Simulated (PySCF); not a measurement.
**Static response to an electric field**

Species: C5H6Si.
Structure used (GFN2-xTB), in Å, numbered top down from 1:
```xyz
12
C5H6Si angstrom
C      3.829   -0.567   -0.667
C      2.655   -0.578   -0.395
C      1.332   -0.590   -0.088
C      0.156   -0.626    0.184
C     -1.243   -0.624    0.506
Si    -1.968    1.149    0.458
H      4.850   -0.559   -0.904
H     -1.381   -1.055    1.502
H     -1.775   -1.264   -0.203
H     -3.387    1.043    0.805
H     -1.806    1.691   -0.891
H     -1.260    1.979    1.432
```

Level: PBE0/def2-SVPD (PySCF), static field, nuclei fixed, core orbitals frozen in the response. The polarisability tensor in these axes (au):

```
x   149.14 -10.21 -19.23
y   -10.21  67.38   1.47
z   -19.23   1.47  64.36
```

Task: Give the principal values, the mean and the anisotropy Δα = √{½[(α1 − α2)² + (α2 − α3)² + (α1 − α3)²]}.

Result: Principal values 60.12, 66.25 and 154.51 au; mean 93.63 au = 13.87 Å³ = 15.44 × 10⁻⁴⁰ C²·m²/J; Δα = 91.48 au (98 % of the mean).

Task: What is the dipole moment, and where does it point?

Result: (-1.29, -0.09, 0.31) D, 1.33 D in size, pointing from the negative to the positive side. Measured along this direction, the outermost atoms are H7 at the negative end and H10 at the positive end.

Task: Form Σ f/ω² (atomic units) for the 6 lowest TDDFT singlets, given as eV and f, and set it beside the mean polarisability, which is this sum over all singlets: 4.67, 0.0001; 4.91, 0.0100; 4.95, 0.0003; 6.21, 0.0033; 6.43, 0.0001; 6.95, 0.5067.

Result: They add up to 8.14 au, 8.7 % of the 93.63 au; the largest single term is 7.76 au, from the state at 6.95 eV. Terms in order: 0.00, 0.31, 0.01, 0.06, 0.00, 7.76 au. Higher excitations give the rest. The strengths listed sum to 0.520.

Task: In a dilute gas of rigid molecules at 350 K, how does the orientational term μ²/3kT compare with the electronic polarisability?

Result: In Gaussian units μ²/3kT = 12.21 Å³ against 13.87 Å³, a ratio of 0.88; the Debye molar polarisation (4π/3)N_A(α + μ²/3kT) is 65.8 cm³/mol, leaving out the vibrational part.

Task: Rayleigh depolarisation ratio (linearly polarised light, static tensor)?

Result: ρ = 3Δα²/(45ᾱ² + 4Δα²) = 25108.4/(394463 + 33477.9) = 0.0587.

Task: Find the Langevin capture rate constant for NO+ (29.998 u) meeting this molecule (94.024 u), k = 2.342 × 10⁻⁹ cm³/s × √(α in Å³ / reduced mass in u).

Result: The reduced mass is 22.74 u, so k = 1.83 × 10⁻⁹ cm³/s. The formula leaves out the permanent dipole, which adds to the capture rate.

Geometry: GFN2-xTB; no solvent, vibrations or thermal averaging.
